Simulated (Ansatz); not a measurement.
BClH5NSi, SMILES `BN[SiH2]Cl`, 9 atoms. Total charge 0; spin multiplicity 1. All runs use 2 threads of a server CPU on a shared host. Correlated methods freeze the cores.

Question: Give the basis size and wall time and peak host memory of each of these runs in Ansatz. RKS ωB97M-V/def2-SVP energy; RKS ωB97M-V/def2-QZVPP energy; RKS revPBE-D4/def2-TZVPP energy; RKS PBE-D4/def2-TZVPP energy and forces; RKS PBE0-D4/def2-SVP energy; RKS PBE0-D4/def2-TZVP frequencies; RKS PBE0-D4/def2-QZVPP energy; RKS r2SCAN-D4/def2-TZVPP energy and forces; RKS PBE0-D4/def2-TZVP relaxation (8 steps); RHF-MP2/def2-QZVPP energy; RHF-CCSD(T)/def2-SVP energy; RKS ωB97X-V/def2-TZVPP energy. (Best estimate.)

Answer: Computed: Other jobs shared the machine, so times are rough.

```tsv
level	job	functions	wall time	peak host memory (GiB)
RKS PBE0-D4/def2-SVP	energy	89	0.7 s	0.17
RKS revPBE-D4/def2-TZVPP	energy	216	1.3 s	0.26
RHF-CCSD(T)/def2-SVP	energy	89	1.6 s	0.29
RKS PBE-D4/def2-TZVPP	energy and forces	216	1.6 s	0.26
RKS ωB97M-V/def2-SVP	energy	89	2.4 s	0.26
RKS r2SCAN-D4/def2-TZVPP	energy and forces	216	2.7 s	0.29
RKS PBE0-D4/def2-QZVPP	energy	404	4.4 s	1.2
RKS ωB97X-V/def2-TZVPP	energy	216	4.4 s	0.58
RHF-MP2/def2-QZVPP	energy	404	10 s	1.9
RKS ωB97M-V/def2-QZVPP	energy	404	10 s	1.4
RKS PBE0-D4/def2-TZVP	relaxation (8 steps)	166	15 s	0.37
RKS PBE0-D4/def2-TZVP	frequencies	166	60 s	0.37
```
